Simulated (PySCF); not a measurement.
NMR data simulated for an unnamed compound:

¹H NMR (500 MHz, computed): δ 7.01 (m, 2H).

¹³C{¹H} NMR (computed): δ 166.5 (C), 162.2 (C), 147.0 (C), 107.5 (CH).

[PySCF 2.14.0 with density-fitted response routines: σ from GIAO-PBE0/pcSseg-1; geometry: GFN2-xTB; one averaged value for each set of equivalent atoms; relativity neglected; a single conformation; gas phase]

Scale: ¹H (31.72 ppm), ¹³C (186.93 ppm) vs TMS (reference shieldings calculated alike).

Task: Which of these does the molecule contain: a nitrile, a ketone, a heteroaromatic ring, a benzene ring?

Result: 
- A nitrile: no.
- A ketone: no.
- A heteroaromatic ring: no.
- A benzene ring: yes.

The data belong to 1,2,3,5-tetrafluorobenzene (F-1,3) (Fc1cc(F)c(F)c(F)c1, C6H2F4); they needn't prove each group on their own.

Carbon signals by region: 2 in the far downfield region (above 160 ppm), 2 in the sp2 and nitrile region (100–160 ppm). Above 160 ppm: 166.5, aromatic carbon bearing fluorine, 162.2, aromatic carbon bearing fluorine.

Splittings by ¹⁹F in the carbon and heteronuclear signals aren't shown, as no couplings were computed. Shifts are as computed. Against solution values, carbons near 30 ppm lie about +3 ppm off and those near 130 ppm about +5 ppm. Of 1211 compounds with measured shifts, 218 miss one by over three times the rms of a fit or turn the order of signals round; such compounds aren't used in these exercises.
